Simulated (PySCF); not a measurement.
Isomers of C4H10O2Si, one GFN2-xTB conformer each. Single-point energies are computed at PBE0/pcSseg-1 (PySCF, gas phase, no added dispersion term), electronic only.

| SMILES | GFN2-xTB relative energy (kcal/mol) |
| --- | --- |
| CCC(=O)OC[SiH3] | 58.1 |
| CC[C@H]1CO[SiH2]O1 | 0.0 |
| C[Si](C)(C)OC=O | 48.5 |

Conformers: `[CH3:1][CH2:2][C:3](=[O:4])[O:5][CH2:6][SiH3:7]` with C1–C2–C3–O4 -37°, C2–C3–O5–C6 178°, C3–O5–C6–Si7 3°; `[CH3:1][CH2:2][C@H:3]1[CH2:4][O:5][SiH2:6][O:7]1` with C1–C2–C3–C4 177°, C2–C3–C4–O5 134°, C3–C4–O5–Si6 -12°, C4–O5–Si6–O7 7°, O5–Si6–O7–C3 2°; `[CH3:1][Si:2]([CH3:3])([CH3:4])[O:5][CH:6]=[O:7]` with Si2–O5–C6–O7 0°.

**Question.** What does PBE0/pcSseg-1 give for the same structures?

**Answer.** 
```tsv
SMILES	PBE0/pcSseg-1 E (Eh)	PBE0/pcSseg-1 (kcal/mol)	GFN2-xTB (kcal/mol)	point group
C[Si](C)(C)OC=O	-597.95580	0.0	48.5	Cs
CC[C@H]1CO[SiH2]O1	-597.92234	21.0	0.0	C1
CCC(=O)OC[SiH3]	-597.86871	54.7	58.1	C1
```

GFN2-xTB puts CC[C@H]1CO[SiH2]O1 lowest instead; measured from each level's own lowest isomer, the values differ by up to 48.5 kcal/mol (C[Si](C)(C)OC=O: 48.5 against 0.0). As drawn, the lowest has an Si–O bond, which the highest lacks.

**Question.** Which frontier levels, dipoles and rotational constants go with these structures?

**Answer.** 
```csv
SMILES,"HOMO (eV, PBE0/pcSseg-1)",LUMO (eV),dipole (D),"A, B, C (MHz)"
C[Si](C)(C)OC=O,-8.10,0.19,2.15,"2842, 1556, 1513"
CC[C@H]1CO[SiH2]O1,-7.89,0.67,1.01,"4682, 1513, 1231"
CCC(=O)OC[SiH3],-7.94,-0.04,2.60,"4895, 1251, 1049"
```
